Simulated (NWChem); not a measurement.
Molecule: Si2NH5F2; SMILES F[Si]([SiH3])(N)F

```xyz
10

N     -1.5293    -1.0547    -0.3545
Si     0.0176    -0.4282    -0.0292
F      0.4938    -1.0916     1.3695
F      1.1565    -0.8927    -1.0918
Si     0.0280     1.9014     0.0523
H     -1.7660    -2.0165    -0.1349
H     -2.1153    -0.6763    -1.0888
H      1.4233     2.4186     0.1679
H     -0.5853     2.4312    -1.2052
H     -0.7793     2.3752     1.2159
```
Atoms are numbered in this order, from 1.

Computed with NWChem. Pople sets run with spherical d functions. Structure relaxed at the PBE0/def2-SVP level. B3LYP is NWChem's, with the RPA form of VWN correlation. GIAO values for the isolated, static molecule; σ is the absolute isotropic shielding, δ = σ(reference) − σ with the isolated reference molecule computed at the same levels (19F: trichlorofluoromethane, 1H: tetramethylsilane, 15N: ammonia, 29Si: tetramethylsilane).

For level Hartree-Fock/6-31G*:

```yaml
"δ N1 (ppm)": 18.5
"δ Si2 (ppm)": -13.7
"δ F4 (ppm)": -65.7
"δ H6 (ppm)": 1.23
"δ H7 (ppm)": 0.74
"δ H8 (rotor mean) (ppm)": 3.51
```

Estimate the same quantities for level B3LYP/6-31G*.

δ N1 (ppm): 28.8
δ Si2 (ppm): -2.4
δ F4 (ppm): -90.4
δ H6 (ppm): 0.98
δ H7 (ppm): 0.52
δ H8 (rotor mean) (ppm): 3.34
